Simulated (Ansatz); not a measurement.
Reaction (cleavage of the P–Si bond): `OP[SiH3]` + `N[SiH3]` → `OPN[SiH3]` + SiH₄

Calculated with Ansatz (gas phase, PBE0-D4/def2-TZVP geometries, no zero-point term in ΔE). CBS: MP2 limit from def2 TZ/QZ plus the TZ coupled-cluster correction, frozen cores. This one scheme is used for every species. DFT in def2-TZVPP. B3LYP here is the variant with VWN-RPA as its local correlation; programs differ in this. One conformer a species, not always the lowest.

(1) Is it downhill or uphill in electronic energy at CCSD(T)/CBS, and by how much? (An estimate is asked.)

(2) What do these levels give: r2SCAN-D4, r2SCAN0-D4, B3LYP, LC-ωPBE, HF/def2-SVP, SCS-MP2/def2-QZVPP? (Best estimate.)

Largest T1 diagnostic among the species: 0.013.

Answers

(1) The calculation gave: Downhill: ΔE = -0.24 eV.

(2) The calculation gave: r2SCAN-D4 -0.18, r2SCAN0-D4 -0.20, B3LYP -0.21, LC-ωPBE -0.20, HF/def2-SVP -0.30, SCS-MP2/def2-QZVPP -0.31 eV.

At CCSD(T), def2-SVP lies −0.05 eV from the extrapolated value and def2-TZVPP −0.02 eV. Leaving LDA and LC-ωPBE aside and taking each functional with its dispersion term where it has one, the values, not all of them listed here, spread over 0.16 eV, from CAM-B3LYP-D4 to PBE-D4. LDA lies −0.09 eV from PBE without D4. From BLYP to BHLYP (50 % exact exchange), in def2-TZVPP and without D4, ΔE moves by −0.07 eV.
